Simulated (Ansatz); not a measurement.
`[OH][GaH][GaH2]` + `C[SeH]` → `C[Se][GaH2]` + `[OH][GaH2]` at 600 K and 1 bar (cleavage of the Ga–Ga bond).

Computed with Ansatz on PBE0-D4/def2-TZVP structures; ΔE is electronic, products minus reactants. CCSD(T)/CBS adds triple-zeta CCSD(T) − MP2 to the extrapolated MP2 energy (def2 sets, frozen cores). For Ga, Se outer-core shells are correlated without core-valence functions, which leaves a few kJ/mol of doubt a bond. Scalar relativity is left out up to krypton. One conformer a species, not always the lowest.

```csv
species,CCSD(T)/CBS energy (Eh),H − E (kJ/mol),S (J/(mol·K))
`[OH][GaH][GaH2]`,-3925.47057,140.3,414.9
`C[SeH]`,-2441.15625,149.5,312.9
`C[Se][GaH2]`,-4365.72567,185.2,408.2
`[OH][GaH2]`,-2000.92981,103.5,310.5
```

H − E and S are ideal-gas, rigid-rotor, harmonic terms from PBE0-D4/def2-TZVP, for one conformer and one mirror image of each species. 1 Eh = 2625.50 kJ/mol, R = 8.31446 J/(mol·K).

By hand: ΔE, ΔH, ΔS and ΔG.

ΔE = (-4365.72567) + (-2000.92981) − (-3925.47057) − (-2441.15625) = -0.02866 Eh = -75.2 kJ/mol. Δ(H − E) = 185.2 + 103.5 − 140.3 − 149.5 = -1.1, so ΔH = -76.3 kJ/mol. ΔS = 408.2 + 310.5 − 414.9 − 312.9 = -9.1 J/(mol·K). ΔG = -76.3 − 600 × (-9.1)/1000 = -70.8 kJ/mol.

By hand: the equilibrium constant, and the temperature at which ΔG would vanish if ΔH and ΔS stayed fixed.

log₁₀ K = −ΔG/(RT ln 10) = 6.2. ΔG = 0 at ΔH/ΔS = 8385 K, far beyond where these terms or the molecules hold.

The number of gas molecules stays the same, so ΔS is small and ΔH decides. A doubt of 5 kJ/mol in ΔE shifts log₁₀ K by 0.4 here. Other conformers and mirror images would add mixing entropy, several J/(mol·K) or more a flexible species. These are equilibria of isolated gas molecules and say nothing of rates. Largest T1 diagnostic: 0.015 (customary marks: 0.02 for closed shells, 0.045 for open ones).
